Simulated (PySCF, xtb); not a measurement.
sulfur hexafluoride (F6S), SMILES FS(F)(F)(F)(F)F.

Harmonic wavenumbers (cm⁻¹) from xtb with GFN2-xTB at its own minimum, in rising order: 255, 255, 255, 389, 389, 389, 453, 453, 453, 536, 576, 576, 823, 823, 824.

Q: What does TPSSh-D3(BJ)/def2-SVP (PySCF) give at its own minimum? (An estimate is asked for; the answer gives what the named calculation found.)

A: 332, 332, 332, 486, 486, 486, 582, 582, 582, 663, 663, 753, 1006, 1006, 1006. Paired by order, the mean absolute difference is 123 cm⁻¹ and the zero-point energies are 10.6 and 13.3 kcal/mol.
